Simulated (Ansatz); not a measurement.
ClH3NOSV, SMILES `[NH2][V]([OH])(=[S])[Cl]`. The species carries charge 0 and has multiplicity 1. Correlated methods include outer-core shells of V, which these sets cover unevenly. Scalar relativity is left out up to krypton.

```tsv
atom	x (Å)	y (Å)	z (Å)
N1	-0.2535	1.0881	0.8191
V2	0.1526	-0.4647	0.0016
O3	-0.5012	-0.4619	-1.6186
S4	2.1390	-0.6114	0.0210
Cl5	-0.7271	-2.1081	1.1037
H6	0.3639	1.6891	1.3419
H7	-1.1920	1.4617	0.7479
H8	0.0183	-0.5928	-2.4166
```

**Question.** Give the diagnostics of a CCSD(T)/def2-TZVPP run (frozen core, the Gaussian-basis code of Ansatz). (Estimate.)

**Answer.** Computed: T1 = 0.0390, largest single amplitude 0.109, largest double 0.052, (T) share of the correlation energy 7.1 %, 16 CCSD cycles. The RHF solution is unstable towards an unrestricted one. T1 lies over the customary mark of 0.02 for closed shells; compounds of d metals often pass it without a breakdown.
